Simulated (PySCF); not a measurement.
Species: C5H12GeSi.
Geometry (PBE0-D3(BJ)/def2-SVP, Å), atoms numbered from 1 in this order:
```
atom  x, y, z in Å
C1    -1.6200    1.3619   -0.5967
C2    -1.8083   -0.1415   -0.4206
C3    -1.9581   -0.5363    1.0448
Ge4   -0.3233   -1.1252   -1.2546
C5     1.2803   -0.6149   -0.3477
C6     2.2679   -0.2375    0.2704
Si7    3.7459    0.3296    1.1920
H8    -0.6995    1.7068   -0.0978
H9    -2.4637    1.9169   -0.1534
H10   -1.5520    1.6513   -1.6569
H11   -2.7102   -0.4593   -0.9737
H12   -2.1167   -1.6186    1.1710
H13   -2.8182   -0.0197    1.5032
H14   -1.0613   -0.2602    1.6232
H15   -0.4886   -2.6483   -1.1023
H16   -0.1574   -0.7597   -2.7409
H17    4.7167    0.9618    0.2513
H18    3.3371    1.3304    2.2212
H19    4.3983   -0.8301    1.8673
```

Computed with PySCF at CAM-B3LYP/def2-SVPD, non-relativistic, on one gas-phase PBE0-D3(BJ)/def2-SVP geometry that isn't relaxed in the solvent. The solvent is an IEF-PCM continuum (van der Waals radii × 1.2), and excitations are vertical TDDFT with non-equilibrium linear response and a frozen core. Specific hydrogen bonds and non-electrostatic terms are outside this model. Spin–orbit coupling is left out although an atom past zinc is present.

Gas-phase singlets (H = HOMO, L = LUMO):

```
state  E (eV)  λ (nm)      f  leading configuration
   S1   5.599     221  0.000              H-1→L 42%
   S2   5.840     212  0.001            H-1→L+1 44%
   S3   5.842     212  0.000              H→L+1 40%
   S4   7.226     172  0.240                H→L 45%
   S5   7.423     167  0.164              H→L+2 56%
```

**Question.** What are the lowest 5 singlets in benzene (ε = 2.271)?

**Answer.** 
```tsv
state	E (eV)	λ (nm)	f	leading configuration	change by rank (eV)
S1	5.624	220	0.000	H-1→L 42%	+0.025
S2	5.852	212	0.002	H-1→L+1 43%	+0.012
S3	5.853	212	0.000	H-1→L 40%	+0.011
S4	7.154	173	0.528	H→L 54%	-0.072
S5	7.382	168	0.193	H→L+2 70%	-0.041
```

**Question.** How do the frontier levels move from gas to benzene?

**Answer.** 
```csv
orbital,gas (eV),solvent (eV),change (eV),"Löwdin shares, gas","Löwdin shares, solvent"
LUMO+2,1.00,1.03,+0.03,"Si7 23 %, Ge4 20 %, C6 11 %, C5 9 %","Si7 25 %, Ge4 20 %, C6 12 %, C5 8 %"
LUMO+1,0.78,0.78,0.00,"C6 26 %, C5 26 %, Si7 18 %, Ge4 12 %","C6 26 %, C5 26 %, Si7 18 %, Ge4 11 %"
LUMO,0.63,0.66,+0.03,"C6 20 %, C5 20 %, Ge4 16 %, Si7 12 %","C6 22 %, C5 22 %, Ge4 15 %, Si7 13 %"
HOMO,-9.01,-8.97,+0.04,"C6 24 %, C5 23 %, C2 16 %, Ge4 11 %","C6 20 %, C5 20 %, C2 19 %, Ge4 13 %"
HOMO-1,-9.23,-9.25,-0.02,"C6 37 %, C5 36 %, Si7 7 %, Ge4 7 %","C6 36 %, C5 35 %, Ge4 7 %, Si7 7 %"
HOMO-2,-9.88,-9.84,+0.04,"C5 20 %, C6 16 %, C2 15 %, Ge4 13 %","C5 22 %, C6 19 %, C2 13 %, Ge4 12 %"
HOMO-3,-11.02,-10.95,+0.07,"Ge4 28 %, H16 16 %, H15 16 %, C2 8 %","Ge4 24 %, H16 16 %, H15 12 %, C2 10 %"
```

The HOMO–LUMO gap goes from 9.64 to 9.63 eV.
